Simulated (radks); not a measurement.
All-electron atom: Cr8+ in [Ne] 3s2 3p4.

Calculated with a radial shooting solver on a logarithmic mesh with Libxc functionals: scalar-relativistic Kohn-Sham, PBE, spin-unpolarised, spherical densities, finite nucleus; Fermi nuclear charge, rms radius 3.6452 fm.

Energy parts (hartree):
total: -1028.16471
kinetic: 1039.08501
electron-nucleus: -2346.84786
Hartree: 322.82809
exchange-correlation: -43.22995

Orbitals (lengths in bohr, moments of r in powers of bohr; r(90%) holds 90 % of the orbital's charge):
orbital,occ.,eigenvalue (hartree),<r^4>,r(90%),<1/r>,<r>
1s,2,-222.8430,0.00007593,0.114,23.88,0.06356
2s,2,-31.18746,0.01768,0.453,5.068,0.2921
2p,6,-27.29359,0.01375,0.424,4.966,0.2588
3s,2,-8.45472,0.8689,1.20,1.743,0.8158
3p,4,-7.33314,0.9940,1.24,1.652,0.8299

The highest occupied level is 3p at -199.54 eV. For comparison, the ionisation energy in NIST's Atomic Spectra Database is 209.5 eV (semi-empirical). In exact Kohn-Sham theory the highest level is minus the ionisation energy, but local and semilocal functionals leave it too shallow, through self-interaction and a potential that decays too fast; potentials with the right tail come closer. The electron density at the nucleus is 1.155e+04 e/bohr^3 (large components only). The density falls to 0.001 e/bohr^3 at r = 2.03 bohr.

Run on one thread of a shared host, so times are rough (Intel(R) Xeon(R) Platinum 8375C CPU @ 2.90GHz): 0.06 s of CPU time, 0.06 s wall, 15 iterations on 2189 mesh points.

Beside tabulated values, note that spin-unpolarised runs miss the spin-polarisation part of the exchange energy of open shells.
